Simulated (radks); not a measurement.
Rb16+, 21 electrons, occupied as [Ar] 3d3. Calculated with a radial shooting solver on a logarithmic mesh with Libxc functionals: scalar-relativistic Kohn-Sham, LDA (Slater exchange, Perdew-Wang correlation), spin-unpolarised, spherical densities, point nucleus.

Unscreened Slater integrals over Kohn-Sham orbitals (hartree). Empty in this configuration: 4s.

integral,value
"F0(3d,3d)",2.0999
"F2(3d,3d)",1.0619
"F4(3d,3d)",0.68122
"F0(3d,3p)",1.9922
"F2(3d,3p)",0.96879
"G1(3d,3p)",1.0961
"G3(3d,3p)",0.71227
"F0(3d,3s)",1.9778
"G2(3d,3s)",0.83244
"F0(3d,2p)",2.7175
"F2(3d,2p)",0.72928
"G1(3d,2p)",0.63641
"G3(3d,2p)",0.36498
"F0(3d,4s)",1.1561
"G2(3d,4s)",0.11189
"F0(3p,3p)",1.9282
"F2(3p,3p)",0.97459
"F0(3p,3s)",1.9142
"G1(3p,3s)",1.2587
"F0(3p,2p)",2.5754
"F2(3p,2p)",0.59846
"G0(3p,2p)",0.23696
"G2(3p,2p)",0.25562
"F0(3p,4s)",1.1412
"G1(3p,4s)",0.11484
"F0(3s,3s)",1.9040
"F0(3s,2p)",2.5097
"G1(3s,2p)",0.23657
"F0(3s,4s)",1.1383
"G0(3s,4s)",0.086277
"F0(2p,2p)",5.9006
"F2(2p,2p)",2.7945
"F0(2p,4s)",1.2988
"G1(2p,4s)",0.062768
"F0(4s,4s)",0.92173

Derived for the open shells (J is the average intra-shell exchange parameter used in DFT+U). 3d: Racah B = F2/49 - 5 F4/441 = 0.01395 hartree, C = 35 F4/441 = 0.05407 hartree, C/B = 3.88, F4/F2 = 0.641, J = (F2 + F4)/14 = 0.1245 hartree.
